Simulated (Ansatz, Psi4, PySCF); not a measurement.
CH$_{6}$AlO$_{4}$Si (SMILES [CH3][Al][O][Si](O)(O)O), doublet, geometry from GFN2-xTB (such geometries of metal compounds can be far from the true shape) (the spin is typed, not shown lowest). Base run: CCSD(T)/STO-3G (PySCF).

Input for PySCF:
```python
from pyscf import gto, scf, cc

mol = gto.Mole()
mol.atom = '''
    Al   -0.855922    1.614035    1.172263
    C    -2.884066    1.744809    1.238651
    H    -3.344572    0.872866    1.710662
    H    -3.329378    1.847849    0.245586
    H    -3.171159    2.622975    1.821002
    O     0.009935    0.450993    0.327011
    Si    0.767371   -0.730011   -0.524376
    O     0.592605   -2.150064    0.233932
    O     2.344548   -0.388112   -0.655968
    O     0.128881   -0.842499   -2.008105
    H    -0.264083   -2.565484    0.221800
    H     2.884467   -0.427051    0.127570
    H     0.305172   -0.144860   -2.631644
'''
mol.basis = 'sto-3g'
mol.charge = 0
mol.spin = 1
mol.verbose = 4
mol.build()

mf = scf.UHF(mol)
mf.kernel()

mycc = cc.CCSD(mf)
mycc.kernel()
et = mycc.ccsd_t()
print('E(CCSD(T)) = %.10f' % (mycc.e_tot + et))
```

The same geometry, method and basis name were run in Ansatz (an electronic-structure program) and Psi4 and PySCF, at each program's defaults and at the settings that a row names. The base is PySCF at its defaults. Differences at the defaults can come from grids, fitting, cores and function types together.

| code and settings | ΔE vs base (mEh) | basis functions | E (Eh) | SCF cycles |
|---|---|---|---|---|
| PySCF, defaults (exact integrals, spherical functions, all electrons correlated) | 0.000 | 49 | -861.27327 | 12 |
| Psi4, defaults (exact integrals, spherical functions, all electrons correlated) | 0.000 | 49 | -861.27327 | 13 |
| Ansatz, defaults (factorised integrals, spherical functions, frozen core) | 10.888 | 49 | -861.26238 | - |
| PySCF, frozen core | 10.866 | 49 | -861.26241 | 12 |
| Psi4, exact integrals, spherical functions, frozen core | 10.866 | 49 | -861.26241 | 13 |
| Ansatz, high accuracy, frozen core | 10.866 | 49 | -861.26241 | - |

Open shells are given as the SCF converged; they aren't shown to be the lowest states, and a large step between rows can be another state.
